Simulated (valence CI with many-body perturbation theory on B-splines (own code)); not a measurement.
**Missing levels of Nd⁵⁵⁺**

Calculated by valence CI with perturbative core correlation (CI+MBPT): three valence electrons over a frozen Dirac-Fock core [He], radial functions for each j: 11 s, 11 p, 9 d, 7 f, 5 g, 2 h, 1 i, with the one-electron correlation potential Σ1, the two-electron term Σ2, the three-electron term Σ3, Breit, model QED; selected CI, second order for the rest (own B-spline code, finite nucleus).

No measured spectrum was set against this ion. As an estimate, large intervals hold to a few tenths of a per cent, small ones and those within an open d or f shell to about a per cent.

```csv
Level,E (eV)
(2s^2 2p1/2) J=1/2,0.0
(2s 2p1/2^2) J=1/2,192.2
(2s^2 2p3/2) J=3/2,?
(2s 2p1/2 2p3/2) J=3/2 [a],704.3
(2s 2p1/2 2p3/2) J=5/2,?
(2s 2p1/2 2p3/2) J=1/2,?
(2s 2p1/2 2p3/2) J=3/2 [b],?
(2p1/2^2 2p3/2) J=3/2,?
(2s 2p3/2^2) J=5/2,1292.6
(2s 2p3/2^2) J=1/2,1376.4
(2s 2p3/2^2) J=3/2,?
(2p1/2 2p3/2^2) J=3/2,1532.6
(2p1/2 2p3/2^2) J=5/2,1553.7
(2p1/2 2p3/2^2) J=1/2,1597.2
(2p3/2^3) J=3/2,2138.4
(2s^2 3s) J=1/2,6567.2
(2s^2 3p1/2) J=1/2,6632.7
(2s 2p1/2 3s) J=1/2 [a],6696.3
(2s 2p1/2 3s) J=3/2,6717.2
(2s 2p1/2 3s) J=1/2 [b],6741.0
```

Levels are named by their leading jj configuration (3d3/2^4 stands for four electrons in 3d with j = 3/2), which in mixed levels can hold well under half, so a name can repeat and another be missing. Letters in brackets count levels of one name in rising energy.

Q: The levels stand in rising order. What does the calculation give for the missing energies?

A: (2s^2 2p3/2) J=3/2 570.2; (2s 2p1/2 2p3/2) J=5/2 739.3; (2s 2p1/2 2p3/2) J=1/2 795.0; (2s 2p1/2 2p3/2) J=3/2 [b] 796.1; (2p1/2^2 2p3/2) J=3/2 999.2; (2s 2p3/2^2) J=3/2 1377.3.
